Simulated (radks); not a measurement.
Species: neutral tungsten. Configuration: [Xe] 4f14 5d4 6s2 (the NIST ground configuration). Calculated with a radial shooting solver on a logarithmic mesh with Libxc functionals: Dirac Kohn-Sham, PBE, spin-unpolarised, spherical densities, finite nucleus; open shells fill j = l - 1/2 first; Fermi nuclear charge, rms radius 5.3658 fm.

Unscreened Slater integrals over Kohn-Sham orbitals (cm^-1). Large and small components are both included. Empty in this configuration: 5d5/2.

F0(5d3/2,5d3/2): 98553
F2(5d3/2,5d3/2): 48876
F0(5d3/2,6s1/2): 72299
G2(5d3/2,6s1/2): 20955
F0(5d3/2,4f7/2): 131440
F2(5d3/2,4f7/2): 28446
G3(5d3/2,4f7/2): 9446.1
G5(5d3/2,4f7/2): 7296.1
F0(5d3/2,4f5/2): 131620
F2(5d3/2,4f5/2): 27994
G1(5d3/2,4f5/2): 10672
G3(5d3/2,4f5/2): 9137.5
F0(5d3/2,5d5/2): 96168
F2(5d3/2,5d5/2): 47497
G2(5d3/2,5d5/2): 47444
G4(5d3/2,5d5/2): 30584
F0(6s1/2,6s1/2): 62005
F0(6s1/2,4f7/2): 81923
G3(6s1/2,4f7/2): 2147.3
F0(6s1/2,4f5/2): 81980
G3(6s1/2,4f5/2): 2104.1
F0(6s1/2,5d5/2): 71418
G2(6s1/2,5d5/2): 22311
F0(4f7/2,4f7/2): 330910
F2(4f7/2,4f7/2): 159530
F4(4f7/2,4f7/2): 100560
F6(4f7/2,4f7/2): 72483
F0(4f7/2,4f5/2): 333450
F2(4f7/2,4f5/2): 160810
F4(4f7/2,4f5/2): 101380
G2(4f7/2,4f5/2): 160190
G4(4f7/2,4f5/2): 101000
G6(4f7/2,4f5/2): 72810
F0(4f7/2,5d5/2): 126130
F2(4f7/2,5d5/2): 26099
F4(4f7/2,5d5/2): 11874
G1(4f7/2,5d5/2): 9834.9
G3(4f7/2,5d5/2): 8422.2
G5(4f7/2,5d5/2): 6523.7
F0(4f5/2,4f5/2): 336040
F2(4f5/2,4f5/2): 162130
F4(4f5/2,4f5/2): 102230
F0(4f5/2,5d5/2): 126290
F2(4f5/2,5d5/2): 25674
F4(4f5/2,5d5/2): 11596
G1(4f5/2,5d5/2): 9390.0
G3(4f5/2,5d5/2): 8125.9
G5(4f5/2,5d5/2): 6312.8
F0(5d5/2,5d5/2): 93933
F2(5d5/2,5d5/2): 46299
F4(5d5/2,5d5/2): 29798
